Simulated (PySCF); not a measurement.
Dipole response of Rb⁻ (rubidium, charge -1)

[Kr] 5s2, closed-shell 1S. Computed with PySCF 2.14 in def2-QZVPPD with the def2 core potential (28 electrons), with scalar relativity through the core potential. Coupled (time-dependent) response in atomic units; α is the mean over directions.

```csv
method,mean α (bohr³),C₆ (like pair),S(−4)
UHF,1289,48800,864600
```

S(−4) is the Cauchy moment in α(ω) = α(0) + S(−4) ω² + …

α(iu) at UHF:

```csv
u (hartree),α(iu) (bohr³)
0,1289
0.0500,487.3
0.100,176.4
0.200,55.07
0.300,28.92
0.500,14.16
0.750,8.465
1.00,5.850
1.50,3.324
2.00,2.132
3.00,1.072
5.00,0.4176
```

A single London oscillator, α(iu) = α/(1 + u²/ω²), gives C₆ = (3/4) ω α². Matching the computed C₆ needs ω = 4 × 48800 / (3 × 1289²) = 0.0392 hartree.

For an ion, C₆ is the dispersion term alone; charge-induced terms of lower order in 1/R come first.

Energies and moments cover only the electrons outside the core potential. The outer electron is barely bound at this level, so radii and moments hang on the diffuse functions.
